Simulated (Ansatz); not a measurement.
Ansatz (a quantum-chemistry and plane-wave program) input (CCSD(T)/cc-pVTZ):

Ansatz 0.2 input:
```yaml
crystal:
  periodic: [false, false, false]
  atoms:
    - {symbol: C, position_ang: [1.66195919, -0.86476787, -0.75644797]}
    - {symbol: Si, position_ang: [0.04183618, -0.36734098, 0.05411799]}
    - {symbol: C, position_ang: [-1.37410029, -1.24658759, -0.80215138]}
    - {symbol: O, position_ang: [0.08677037, -0.72765977, 1.67783034]}
    - {symbol: Si, position_ang: [-0.32456863, 1.94213520, -0.01426222]}
    - {symbol: H, position_ang: [1.81649503, -1.94599526, -0.68198509]}
    - {symbol: H, position_ang: [2.51072286, -0.36598617, -0.28588838]}
    - {symbol: H, position_ang: [1.66199108, -0.60348514, -1.81691606]}
    - {symbol: H, position_ang: [-2.32674654, -1.01904054, -0.32120691]}
    - {symbol: H, position_ang: [-1.23125961, -2.33047912, -0.77653879]}
    - {symbol: H, position_ang: [-1.44273442, -0.94492179, -1.85019669]}
    - {symbol: H, position_ang: [0.45198594, -1.57653165, 1.94050831]}
    - {symbol: H, position_ang: [-0.67982787, 2.44876001, -1.36836541]}
    - {symbol: H, position_ang: [0.77631132, 2.77997130, 0.53156148]}
basis:
  gaussian:
    orbitals: cc-pVTZ
magnetization: {spin_polarized: true, initial_magnetization: 1}
correlation: {method: ccsd_t, electrons: outside_noble_gas}
```

Output:

```
Functional definition: HF
integrals: 3.81 GiB planned
1603 factors; integrals over basis functions are off by at most 1.2e-3 eV
1.60 GiB of device memory are held for the factors and their scratch space
mean field: 1.65 GiB planned
mean field evaluation 1: about -19963.2756 eV, gradient 3.2e1 eV
mean field evaluation 2: about -19963.2874 eV, gradient 3.2e1 eV
mean field evaluation 4: about -19968.2509 eV, gradient 3.5e0 eV
mean field evaluation 8: about -19968.3689 eV, gradient 1.6e-1 eV
mean field evaluation 16: about -19968.3345 eV, gradient 1.2e0 eV
mean field -19968.36975544 eV, -733.8240534653 hartree, gradient 3.2e-6 eV, S^2 0.760172; 0 other end points of the search recorded, 0 dependent functions left out
13 core orbitals not correlated
reference -19968.36975544 eV, -733.8240534653 hartree; 16, 15 occupied and 255, 256 virtual orbitals, 1603 factors
second order -22.49035777 eV of doubles, -0.00000000 eV of singles
coupled cluster: 30.31 GiB planned
cycle   1  -23.41484641 eV  change   -9.2e-1 eV  update   1.0e-1
cycle   2  -23.99939840 eV  change   -5.8e-1 eV  update   3.2e-2
cycle   3  -24.11258255 eV  change   -1.1e-1 eV  update   1.5e-2
cycle   4  -24.10603871 eV  change    6.5e-3 eV  update   4.8e-3
cycle   5  -24.10495588 eV  change    1.1e-3 eV  update   2.3e-3
cycle   6  -24.10503982 eV  change   -8.4e-5 eV  update   1.0e-3
cycle   7  -24.10484373 eV  change    2.0e-4 eV  update   4.7e-4
cycle   8  -24.10504483 eV  change   -2.0e-4 eV  update   2.3e-4
cycle   9  -24.10512165 eV  change   -7.7e-5 eV  update   1.1e-4
cycle  10  -24.10504741 eV  change    7.4e-5 eV  update   5.3e-5
cycle  11  -24.10507545 eV  change   -2.8e-5 eV  update   2.6e-5
cycle  12  -24.10507873 eV  change   -3.3e-6 eV  update   1.0e-5
perturbative correction -0.90643794 eV, -0.0333109800 hartree
Total energy: -19993.38127212 eV, -734.7432097498 hartree
```

It need not be the lowest isomer of its formula.
